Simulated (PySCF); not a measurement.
Level of theory: PySCF with TPSSh-D3(BJ)/def2-TZVP // PBE-D3(BJ)/def2-SVP. All species are isolated molecules in the gas phase. One relaxed conformer stands for a flexible species; it need not be the lowest. 

Reference species: [Cd(NH2)(Cl)] (neutral, multiplicity 1).

- coordination number = 2
- mean distance from the central atom to its bonded neighbours = 2.164 Å
- charge on the central atom (Mulliken) = 0.75 e

After one change: the coordination number hardly moves; the mean distance from the central atom to its bonded neighbours drops by 0.142 Å; the charge on the central atom (Mulliken) falls by 0.02 e.

### Question
Name the change that produced these shifts. The new species is one of these.
(A) [Cd(NH2)(SH)]
(B) [Cd(NH2)(CH3)]
(C) [Cd(NH2)(F)]
(D) [Cd(NH2)2]

### Answer
D, [Cd(NH2)2]
